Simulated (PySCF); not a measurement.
C6H12OP2.
Bonds: C1–C2 (double), C2–P3, P3–O4 (double), P3–C5, C5–C6, C6–P7, P7–C8, C8–C9, P3–C9. Hydrogens: H10, H11 on C1; H12 on C2; H13, H14 on C5; H15, H16 on C6; H17 on P7; H18, H19 on C8; H20, H21 on C9.

The same species was optimised twice, with GFN2-xTB and with PBE0-D3(BJ)/def2-SVP (PySCF), and the same property calculations (PySCF, gas phase) were run on both structures.

| coordinate | GFN2-xTB | PBE0-D3(BJ)/def2-SVP | change |
| --- | --- | --- | --- |
| P3=O4 (Å) | 1.467 | 1.502 | +0.035 |
| P3–C5 (Å) | 1.842 | 1.829 | -0.013 |
| C1=C2 (Å) | 1.322 | 1.335 | +0.013 |
| P3–C9 (Å) | 1.842 | 1.829 | -0.013 |
| C2–P3 (Å) | 1.813 | 1.804 | -0.009 |
| C6–P7 (Å) | 1.862 | 1.869 | +0.007 |
| P7–C8 (Å) | 1.862 | 1.869 | +0.007 |
| C5–C6 (Å) | 1.523 | 1.530 | +0.007 |
| C8–C9 (Å) | 1.523 | 1.530 | +0.007 |
| P3–C9–C8 (°) | 107.7 | 110.2 | +2.5 |
| P3–C5–C6 (°) | 107.8 | 110.0 | +2.2 |
| C6–P7–C8 (°) | 97.2 | 98.7 | +1.5 |
| C2–P3–O4 (°) | 114.9 | 113.5 | -1.4 |
| C2–P3–C5 (°) | 105.3 | 106.4 | +1.1 |
| C5–C6–P7 (°) | 109.8 | 110.9 | +1.1 |
| C5–P3–C9 (°) | 104.3 | 103.2 | -1.1 |
| C2–P3–C9 (°) | 105.3 | 106.2 | +0.9 |
| C1–C2–P3–O4 (°) | 0 | 0 | 0 |

Rotational constants: A = 2479, B = 787.4, C = 730.4 MHz (GFN2-xTB) against A = 2482, B = 772.3, C = 716.2 MHz (PBE0-D3(BJ)/def2-SVP). Point groups within 0.08 Å: Cs and Cs.

On the GFN2-xTB structure: HOMO (eV) -7.05 [PBE0/pcSseg-1]; LUMO (eV) -0.62 [PBE0/pcSseg-1]; dipole (D) 2.41 [PBE0/pcSseg-1]; GIAO shielding of C1 (ppm) 43.6 [PBE0/pcSseg-1]; GIAO shielding of C2 (ppm) 44.1 [PBE0/pcSseg-1]; GIAO shielding of P3 (ppm) 318.4 [PBE0/pcSseg-1]; GIAO shielding of O4 (ppm) 265.8 [PBE0/pcSseg-1]; GIAO shielding of C5/C9 (mean) (ppm) 154.3 [PBE0/pcSseg-1]; GIAO shielding of C6/C8 (mean) (ppm) 169.1 [PBE0/pcSseg-1]; GIAO shielding of P7 (ppm) 428.1 [PBE0/pcSseg-1].

Problem. What do these properties become on the PBE0-D3(BJ)/def2-SVP structure?

Solution. 
```csv
property,level,on GFN2-xTB,on PBE0-D3(BJ)/def2-SVP,change
HOMO (eV),PBE0/pcSseg-1,-7.05,-6.95,+0.10
LUMO (eV),PBE0/pcSseg-1,-0.62,-0.75,-0.13
dipole (D),PBE0/pcSseg-1,2.41,2.60,+0.19
"energy, GFN2-xTB geometry as zero (kcal/mol)",PBE0/pcSseg-1,0.0,-2.4,-2.4
GIAO shielding of C1 (ppm),PBE0/pcSseg-1,43.6,37.2,-6.4
GIAO shielding of C2 (ppm),PBE0/pcSseg-1,44.1,43.8,-0.3
GIAO shielding of P3 (ppm),PBE0/pcSseg-1,318.4,311.9,-6.5
GIAO shielding of O4 (ppm),PBE0/pcSseg-1,265.8,260.8,-5.0
GIAO shielding of C5/C9 (mean) (ppm),PBE0/pcSseg-1,154.3,154.6,+0.3
GIAO shielding of C6/C8 (mean) (ppm),PBE0/pcSseg-1,169.1,169.2,+0.1
GIAO shielding of P7 (ppm),PBE0/pcSseg-1,428.1,415.2,-12.9
```

The heavy atoms differ by 0.035 Å rms after alignment. Among bonds between heavy atoms P3=O4 changes most (+0.035 Å). Changes are differences of the printed values. Neither structure is proved a minimum here.
